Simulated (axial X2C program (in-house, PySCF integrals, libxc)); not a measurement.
# LiSn along the bond: HF, two-component

Calculated with an in-house all-electron X2C program for linear molecules (integrals from PySCF). Two-component (2c) means X2C with spin–orbit coupling and atomic mean-field two-electron Coulomb and Gaunt terms. Basis: Sn dyall-cv3z [11s12p9d4f1g], Li dyall-cv3z [7s8p2d] (cores contracted in-house); Gaussian nuclei, density fitting, unrestricted open shells. Masses: Sn 119.902 u, Li 7.016 u.

State: Ω = 3/2 (⟨Sz⟩ = 1.47, ⟨Lz⟩ = 0.03 at HF). Dipoles are positive if Li is the positive end.

Results along the bond:

| R (Å) | μ (D) | HOMO (eV) | LUMO (eV) |
| --- | --- | --- | --- |
| 2.252 | 5.321 | -6.47 | -0.16 |
| 2.356 | 5.657 | -6.35 | -0.22 |
| 2.434 | 5.909 | -6.26 | -0.26 |
| 2.511 | 6.158 | -6.19 | -0.30 |
| 2.589 | 6.404 | -6.12 | -0.34 |
| 2.680 | 6.684 | -6.04 | -0.39 |
| 2.770 | 6.952 | -5.97 | -0.43 |
| 2.887 | 7.273 | -5.90 | -0.49 |
| 3.029 | 7.614 | -5.82 | -0.55 |

The state is one determinant whose occupation by symmetry is held fixed; it was picked as the lowest of a PBE0 search that is not exhaustive. PBE0 can misorder states that lie within some tenths of an eV, so this need not be the ground state of the molecule. The nearest other 2c determinant of the search, Ω = 1/2, lies 0.32 eV up at the distance of the search. With several unpaired electrons one determinant need not be a pure state. This is the top spin component of a Σ state; components of lower Ω are not single determinants and can lie lower. The stretched end of a curve changes character and is left out.
